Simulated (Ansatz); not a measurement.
Ansatz (a first-principles code) input for C10H7N3, SMILES C12C=CN=C3N2C(C=CC=1)=CC=N3, PBE/def2-SVPD. The structure is a stationary point at B3LYP-D3(BJ)/def2-SVP.

Ansatz 0.2 input:
```yaml
crystal:
  periodic: [false, false, false]
  atoms:
    - {symbol: C, position_ang: [0.00000000, -0.00000014, 2.79794366]}
    - {symbol: C, position_ang: [0.00000000, -1.20394560, 2.10651718]}
    - {symbol: C, position_ang: [0.00000000, -1.21722907, 0.69889108]}
    - {symbol: C, position_ang: [0.00000000, -2.40380402, -0.07018157]}
    - {symbol: C, position_ang: [0.00000000, -2.30437949, -1.44633139]}
    - {symbol: N, position_ang: [0.00000000, -1.14968202, -2.11133159]}
    - {symbol: C, position_ang: [0.00000000, 0.00000007, -1.43696136]}
    - {symbol: N, position_ang: [0.00000000, 1.14968223, -2.11133148]}
    - {symbol: C, position_ang: [0.00000000, 2.30437963, -1.44633114]}
    - {symbol: C, position_ang: [0.00000000, 2.40380402, -0.07018133]}
    - {symbol: C, position_ang: [0.00000000, 1.21722900, 0.69889120]}
    - {symbol: C, position_ang: [0.00000000, 1.20394540, 2.10651731]}
    - {symbol: N, position_ang: [0.00000000, -0.00000000, 0.00330431]}
    - {symbol: H, position_ang: [0.00000000, -0.00000020, 3.89052136]}
    - {symbol: H, position_ang: [0.00000000, -2.16360721, 2.62198219]}
    - {symbol: H, position_ang: [0.00000000, -3.36377924, 0.44423012]}
    - {symbol: H, position_ang: [0.00000000, -3.21347351, -2.06003869]}
    - {symbol: H, position_ang: [0.00000000, 3.21347372, -2.06003837]}
    - {symbol: H, position_ang: [0.00000000, 3.36377920, 0.44423046]}
    - {symbol: H, position_ang: [0.00000000, 2.16360694, 2.62198242]}
basis:
  gaussian:
    orbitals: def2-SVPD
hamiltonian:
  xc: {name: PBE}
```

It prints:

```
WARN ansatz: RAYON_NUM_THREADS=2 ignored (pool sized by the plan → 2); use --threads N
Functional definition: PBE
integrals: 0.50 GiB planned
2663 factors; their error is unknown
mean field: 2.98 GiB planned
mean field evaluation 1: about -14908.1955 eV, gradient 8.4e1 eV
mean field evaluation 2: about -14874.1455 eV, gradient 1.4e2 eV
mean field evaluation 4: about -14925.1675 eV, gradient 1.4e1 eV
mean field evaluation 8: about -14925.6320 eV, gradient 3.3e-1 eV
mean field evaluation 16: about -14925.4366 eV, gradient 6.3e-3 eV
mean field -14925.43657126 eV, -548.4996771694 hartree, gradient 5.1e-5 eV, S^2 0.000000; 0 other end points of the search recorded, 0 dependent functions left out
reference -14925.43662794 eV, -548.4996792526 hartree; 44, 44 occupied and 272, 272 virtual orbitals, 2663 factors
Total energy: -14925.43662794 eV, -548.4996792526 hartree
```

The run converged.

Cost: roughly 20 core-seconds.
